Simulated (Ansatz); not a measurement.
```yaml
crystal:
  periodic: [false, false, false]
  atoms:
    - {symbol: C, position_ang: [-1.459855, 0.416827, 0.289073]}
    - {symbol: C, position_ang: [0.051604, 0.345200, 0.081340]}
    - {symbol: O, position_ang: [0.735102, 1.350073, 0.857562]}
    - {symbol: Al, position_ang: [0.582488, 0.637685, -1.805091]}
    - {symbol: Si, position_ang: [0.735773, -1.342123, 0.597786]}
    - {symbol: H, position_ang: [-1.844792, 1.417049, 0.065626]}
    - {symbol: H, position_ang: [-1.986448, -0.299955, -0.347782]}
    - {symbol: H, position_ang: [-1.737353, 0.192087, 1.328377]}
    - {symbol: H, position_ang: [0.549676, 1.197477, 1.791723]}
    - {symbol: H, position_ang: [-0.038589, -0.350063, -2.885572]}
    - {symbol: H, position_ang: [1.592560, 1.785751, -2.213492]}
    - {symbol: H, position_ang: [0.698854, -1.425169, 2.088642]}
    - {symbol: H, position_ang: [2.153538, -1.481850, 0.156114]}
    - {symbol: H, position_ang: [-0.045657, -2.472288, 0.024696]}
basis:
  gaussian: {orbitals: def2-mTZVP}
total_charge: 3
magnetization: {spin_polarized: true, initial_magnetization: 1}
hamiltonian: {xc: {name: revPBE}, dispersion: d3bj}
accuracy: high
output: {forces: true}
```

```sh
$ ansatz run in.yaml --threads 4 --pin off --events-out ev --progress --plain --max-ram 10444MiB
```

Shortened log:

```
Functional definition: revPBE
2878 factors; integrals over basis functions are off by at most 3.8e-9 eV
mean field evaluation 1: about -18553.5113 eV, gradient 1.5e2 eV
mean field evaluation 2: about -17248.2901 eV, gradient 2.6e2 eV
mean field evaluation 4: about -18472.9560 eV, gradient 1.6e2 eV
mean field evaluation 8: about -18683.4106 eV, gradient 2.4e1 eV
mean field evaluation 16: about -18694.0475 eV, gradient 4.7e0 eV
mean field evaluation 32: about -18694.4285 eV, gradient 3.1e-8 eV
mean field -18694.42850104 eV, -687.0075758745 hartree, gradient 2.0e-8 eV, S^2 1.524458; 12 other end points of the search recorded, 0 dependent functions left out
reference -18694.42850809 eV, -687.0075761334 hartree; 27, 26 occupied and 106, 107 virtual orbitals, 2878 factors
Total energy: -18695.22061170 eV, -687.0366854042 hartree
Atom 0 at    -1.459855     0.416827     0.289073 Å, force     0.697178    -0.921661    -1.231829 eV/Å
Atom 1 at     0.051604     0.345200     0.081340 Å, force    -1.985036     3.803422     3.181647 eV/Å
Atom 2 at     0.735102     1.350073     0.857562 Å, force     0.370794    -2.092397    -2.717074 eV/Å
Atom 3 at     0.582488     0.637685    -1.805091 Å, force     0.296864     0.017145    -1.022061 eV/Å
Atom 4 at     0.735773    -1.342123     0.597786 Å, force     2.014567    -3.370883     0.498707 eV/Å
Atom 5 at    -1.844792     1.417049     0.065626 Å, force    -0.175627     0.899199     0.319519 eV/Å
Atom 6 at    -1.986448    -0.299955    -0.347782 Å, force    -0.134823    -0.443622    -0.052763 eV/Å
Atom 7 at    -1.737353     0.192087     1.328377 Å, force    -0.472379     0.160000     0.778946 eV/Å
Atom 8 at     0.549676     1.197477     1.791723 Å, force    -0.657879     0.789105     1.994305 eV/Å
Atom 9 at    -0.038589    -0.350063    -2.885572 Å, force    -0.518141    -0.829495    -1.098707 eV/Å
Atom 10 at     1.592560     1.785751    -2.213492 Å, force     0.998766     1.165063    -0.497821 eV/Å
Atom 11 at     0.698854    -1.425169     2.088642 Å, force    -0.129093     0.525213     0.696960 eV/Å
Atom 12 at     2.153538    -1.481850     0.156114 Å, force     0.413657     0.302480    -0.206135 eV/Å
Atom 13 at    -0.045657    -2.472288     0.024696 Å, force    -0.718850    -0.003568    -0.643695 eV/Å
Dipole moment:    -0.105471     0.143945    -0.780429 e Å
```

In this input the charge is far from anything that the molecule holds. The run converged. The result belongs to that input, not to the molecule as meant.
